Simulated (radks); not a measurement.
Q: Species: V III. Configuration: [Ar] 3d3. All-electron calculation, non-relativistic Kohn-Sham, TPSS, spin-polarised, spherical densities, point nucleus; open shells are filled with parallel spins first; meta-GGA in the generalised Kohn-Sham scheme. Program: a radial shooting solver on a logarithmic mesh with Libxc functionals. Some entries of the table are withheld. Estimate them.

orbital,occ.,eigenvalue (Ry),<1/r> (bohr^-1),<r^2> (bohr^2)
1s down,1,-393.5477,22.53,0.006022
1s up,1,-393.5463,22.53,0.006022
2s up,1,-45.13828,4.739,0.1140
2s down,1,-45.06349,4.745,0.1137
2p up,3,-38.16874,4.674,0.09329
2p down,3,-38.10929,4.679,0.09297
3s up,1,-6.43563,(1),1.053
3s down,1,-6.20910,(2),1.056
3p up,3,-4.54487,1.344,1.216
3p down,3,-4.31508,1.340,1.226
3d up,3,-1.63942,(3),(4)
3d down,0,-1.42528,(5),(6)
4s up,0,-1.30072,0.4647,9.006
4p up,0,-0.95225,0.3889,12.59

A: 
(1) 3s up <1/r> (bohr^-1): 1.466
(2) 3s down <1/r> (bohr^-1): 1.464
(3) 3d up <1/r> (bohr^-1): 1.018
(4) 3d up <r^2> (bohr^2): 2.137
(5) 3d down <1/r> (bohr^-1): 0.9919
(6) 3d down <r^2> (bohr^2): 2.330
